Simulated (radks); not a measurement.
Effect of the nuclear size on the terbium ion Tb+, [Xe] 4f9 6s1. Method: Dirac Kohn-Sham, BLYP, spin-unpolarised, spherical densities, finite nucleus; open shells are shared between the two j in proportion to 2j + 1; Fermi nuclear charge, rms radius 5.06 fm; computed with a radial shooting solver on a logarithmic mesh with Libxc functionals. The rms radius is varied about that value; shifts are against it.

rms radius (fm),total energy shift (eV),density at nucleus (e/bohr^3),1s1/2 shift (meV),2s1/2 shift (meV),4p1/2 shift (meV),5s1/2 shift (meV),5p1/2 shift (meV),6s1/2 shift (meV),6p1/2 (empty) shift (meV)
4.1694,-7.28,7.229e+05,-2990,-389,0.355,-3.04,0.211,-0.265,0.066
4.7716,-2.47,6.977e+05,-1020,-132,0.120,-1.03,0.072,-0.090,0.022
5.06,0,6.87e+05,0.000,0.000,0.000,0.000,0.000,0.000,0.000
5.5205,4.16,6.714e+05,1710,223,-0.202,1.74,-0.121,0.152,-0.038
6.3149,12.0,6.479e+05,4920,640,-0.579,4.99,-0.346,0.436,-0.108

Slopes of the eigenvalues against <r^2> in GHz/fm^2, as finite differences over the two radii next to the reference (eigenvalue slopes, not the field-shift constants of lines): 1s1/2 85600, 2s1/2 11100, 4p1/2 -10.1, 5s1/2 86.9, 5p1/2 -6.03, 6s1/2 7.59, 6p1/2 (empty) -1.88.
